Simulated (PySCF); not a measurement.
# EPR parameters of [C6H10OSi]+

Species: C6H10OSi (charge +1 and doublet state).
Z-matrix (Å and degrees, GFN2-xTB geometry), rows numbered from 1:
```
C 
C   1  1.5133
C   2  1.4728  1  115.04
C   3  1.4144  2  125.40  1  -179.31
O   4  1.3080  3  111.08  2  -179.64
C   5  1.3707  4  108.25  3     0.04
Si  6  1.8961  5  116.23  4   179.31
C   6  1.3823  5  108.69  4    -0.20
H   1  1.0893  2  111.00  3   -59.85
H   1  1.0893  2  110.94  3    59.72
H   1  1.0861  2  110.21  3   179.99
H   2  1.0996  1  110.07  3   122.92
H   2  1.0995  1  110.18  3  -123.20
H   4  1.0765  3  130.34  2     0.43
H   7  1.4560  6  106.18  5  -177.54
H   7  1.4687  6  103.87  5   -54.56
H   7  1.4699  6  103.91  5    59.95
H   8  1.0702  3  127.24  2    -0.35
```

The hyperfine couplings belong to this conformer and change with its torsions.

As a line formula: `CC[C+]1[CH]OC([SiH3])=C1` [radical] (charge +1).

Method: UKS B3LYP, pcH-1 on C H O Si, non-relativistic, mean-field spin-orbit, GIAO in PySCF 2.14.0. Geometry: GFN2-xTB, one conformer, isolated ion. Couplings are sensitive to structure, and on GFN2-xTB geometries they can be far from those on DFT ones, by a factor of two or more for some ions and for spin on atoms past the first row. Stability of the SCF solution: not tested.

```
g1, g2, g3   : 2.00194, 2.00212, 2.00298
g_iso        : 2.00235
Form of g    : rhombic: the two nearest values differ by 17 % of g3 − g1
⟨S²⟩         : 0.7601 (exact 0.7500)
Total energy : -599.08391 Eh
```

Hyperfine couplings atom by atom, in MHz; T1 to T3 are the principal values of the dipolar part; ρ(0) is the spin density at the nucleus:

| atom | isotope | a_iso | of which spin–orbit | T1 | T2 | T3 | Mulliken spin population | ρ(0) (bohr⁻³) |
| --- | --- | --- | --- | --- | --- | --- | --- | --- |
| C1 | 13C | -1.4 | 0.0 | -0.4 | 0.1 | 0.3 | 0.00 | -0.0012 |
| C2 | 13C | -6.9 | 0.0 | -3.6 | -1.5 | 5.2 | 0.00 | -0.0062 |
| C3 | 13C | 1.0 | 0.0 | -14.8 | -12.1 | 26.9 | 0.14 | 0.0009 |
| C4 | 13C | 43.9 | -0.1 | -46.4 | -44.5 | 90.9 | 0.51 | 0.0391 |
| O5 | 17O | 2.1 | 0.0 | -1.4 | -0.7 | 2.1 | -0.04 | -0.0034 |
| C6 | 13C | 43.8 | -0.1 | -36.7 | -34.7 | 71.4 | 0.41 | 0.0390 |
| Si7 | 29Si | 22.5 | 0.0 | -1.5 | -0.7 | 2.2 | -0.03 | -0.0254 |
| C8 | 13C | -15.8 | 0.0 | -5.0 | 1.8 | 3.2 | -0.06 | -0.0141 |
| H9 | 1H | 6.5 | 0.0 | -1.3 | -0.8 | 2.0 | 0.00 | 0.0014 |
| H10 | 1H | 6.6 | 0.0 | -1.3 | -0.8 | 2.0 | 0.00 | 0.0015 |
| H11 | 1H | -0.8 | 0.0 | -0.9 | -0.8 | 1.7 | 0.00 | -0.0002 |
| H12 | 1H | 61.3 | 0.0 | -4.1 | -0.6 | 4.7 | 0.02 | 0.0137 |
| H13 | 1H | 59.6 | 0.0 | -4.1 | -0.5 | 4.6 | 0.02 | 0.0133 |
| H14 | 1H | -40.3 | 0.0 | -21.1 | -3.2 | 24.3 | -0.02 | -0.0090 |
| H15 | 1H | -1.6 | 0.0 | -1.5 | -1.5 | 3.0 | 0.00 | -0.0004 |
| H16 | 1H | 51.8 | 0.0 | -2.0 | -0.7 | 2.7 | 0.03 | 0.0116 |
| H17 | 1H | 57.7 | 0.0 | -2.0 | -0.6 | 2.7 | 0.03 | 0.0129 |
| H18 | 1H | -0.2 | 0.0 | -3.2 | -1.8 | 5.0 | 0.00 | 0.0000 |

Largest spin populations (Mulliken): C4 (+0.51), C6 (+0.41), C3 (+0.14) and C8 (-0.06). The angles at C4 add up to 360.0°, so it is planar.

The SMILES `CC[C+]1[CH]OC([SiH3])=C1` draws the unpaired electron on C4, whose computed spin population is only +0.51.

Axes: g1 points within 7° of the C6–Si7 bond and g3 points within 7° of the C3–C4 bond.

Under fast tumbling the dipolar parts average out, and these isotropic splittings remain: 2 × 1H (H12/H13, I = 1/2, 3 lines) with 2.16 mT, 1 × 1H (H14, I = 1/2, 2 lines) with 1.44 mT, 3 × 1H (H15/H16/H17, I = 1/2, 4 lines) with 1.28 mT and 3 × 1H (H9/H10/H11, I = 1/2, 4 lines) with 0.15 mT.

Means are taken over nuclei equivalent by connectivity, which assumes that they swap fast. The three 1H nuclei of mean +36.0 MHz run from -1.6 to 57.7 MHz in the frozen geometry. The three 1H nuclei of mean +4.1 MHz run from -0.8 to 6.6 MHz in the frozen geometry.

The 13C coupling of C4 (43.9 MHz) shows only in satellite lines or after enrichment, since that isotope makes up about 1.07 % of natural carbon.

The 29Si coupling of Si7 (22.5 MHz) shows only in satellite lines or after enrichment, since that isotope makes up about 4.7 % of natural silicon.

Examples of negative spin density at the nucleus (bohr⁻³): Si7 (-0.0254), C8 (-0.0141) and H14 (-0.0090).
